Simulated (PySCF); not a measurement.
## Name the molecule from its bond curve

A diatomic of charge 0 contains Ge. Its doublet curve at ROHF-CCSD in a triple-zeta basis (no relativity, PySCF), in eV from the separated fragments:

```
R (Å)  E (eV)
1.566  -2.351
1.636  -2.832
1.688  -3.006
1.740  -3.061
1.792  -3.024
1.862  -2.872
1.949  -2.572
2.053  -2.126
```

The fit gives ωe = 871 cm⁻¹ and the rotational constant Bₑ = 0.4714 cm⁻¹.

Q: Which atom is the partner?

A: The minimum lies at 1.743 Å, so the reduced mass is 16.8576 u Å² cm⁻¹/(Bₑ·Re²) = 11.77 u. With Ge at 73.92 u the partner weighs about 14.0 u: N. The molecule is GeN.

Correlated steps freeze 10 core orbitals. Spin–orbit coupling is left out. The state is the lowest determinant that a PBE0 search found; another state may lie lower at other levels.
